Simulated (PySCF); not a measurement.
# Field gradients at the hydrogen positions

Compound: C7H8F2Si.
Geometry (GFN2-xTB, Å), atoms numbered from 1 in this order:
```xyz
18
C7H8F2Si angstrom
C     -1.7156    1.2013    0.2432
C     -1.3345   -0.2423    0.5361
Si    -2.3167   -1.6624   -0.3477
C     -0.5388   -1.7516   -0.9783
C     -0.1148   -0.7123   -0.2342
C      1.1528   -0.1278   -0.1393
C      2.2419    0.3820   -0.0481
C      3.5347    1.0243    0.0903
F      3.9749    0.9814    1.3771
F      3.4737    2.3423   -0.2427
H     -1.8753    1.3469   -0.8237
H     -0.9260    1.8808    0.5632
H     -2.6312    1.4667    0.7678
H     -1.1873   -0.3586    1.6127
H     -2.7819   -2.7586    0.4974
H     -3.3327   -1.2174   -1.2969
H      0.0592   -2.3441   -1.6520
H      4.3086    0.5558   -0.5433
```

Level: PBE0/pcSseg-1 (PySCF, non-relativistic); Q(2H) = 0.00286 b; rigid geometry, the same for H and D, with no vibrational averaging.

Question: Rank these positions by the coupling χzz of a deuteron there, largest first.
A. H11 (methyl hydrogen)
B. H17 (vinylic hydrogen)
C. H18 (methine hydrogen)
D. H15 (Si–H hydrogen)

Answer: B (226 kHz), A (209 kHz), C (175 kHz), D (110 kHz).

Give the electric field gradient Vzz (the principal value of largest size), its asymmetry and the 2H coupling at each hydrogen.

```tsv
atom	bonded to	bond length (Å)	Vzz (au)	η	χzz (kHz)
H11	C1	1.089	0.3115	0.03	209
H12	C1	1.090	0.3090	0.02	208
H13	C1	1.088	0.3152	0.02	212
H14	C2	1.093	0.3069	0.04	206
H15	Si3	1.460	0.1644	0.00	110
H16	Si3	1.460	0.1647	0.00	111
H17	C4	1.078	0.3360	0.01	226
H18	C8	1.104	0.2604	0.02	175
```

Average by the element that carries the hydrogen.

on C: 206 kHz over 6 positions, mean bond length 1.090 Å; on Si: 111 kHz over 2 positions, mean bond length 1.460 Å.

How does χzz go with the bond length over the 6 C–H bonds?

A straight-line fit has a slope of -19.3 kHz for each 0.01 Å, with a correlation coefficient of -0.98, over lengths from 1.078 to 1.104 Å. The longer bonds have the smaller couplings here.

Give the 2H NMR doublet splittings at H11 for a magnetic field along the z, y and x axes of the gradient: 3χ/2, 3χ(1 + η)/4, 3χ(1 − η)/4.

With |χ| = 209.3 kHz and η = 0.027: 314, 161 and 153 kHz, to first order and without motion.

Isolated species at its GFN2-xTB geometry, gas phase. GFN2-xTB bond lengths can be off by several hundredths of an ångström, more for odd bonds, and the gradients follow them. The small basis limits the accuracy of the gradients.
